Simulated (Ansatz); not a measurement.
Input for Ansatz (development build ahead of 0.2.0):

```yaml
crystal:
  periodic: [false, false, false]
  atoms:
    - { symbol: Cr, position_ang: [0.0, 0.0, 0.0] }
    - { symbol: Se, position_ang: [0.0, 0.0, 2.22] }
basis:
  gaussian: { orbitals: pcseg-2 }
magnetization:
  spin_polarized: true
  initial_magnetization: 4
hamiltonian:
  xc: r2scan
```

The input is written out in the form of the current development build from the run's settings.

The run gave:

```
Converged                       : yes
Total energy                    : -3446.04898 hartree
Spin squared of the determinant : 6.555
Stability test                  : minimum
```

Caution: other spin multiplicities were not run; the unrestricted determinant is spin contaminated.
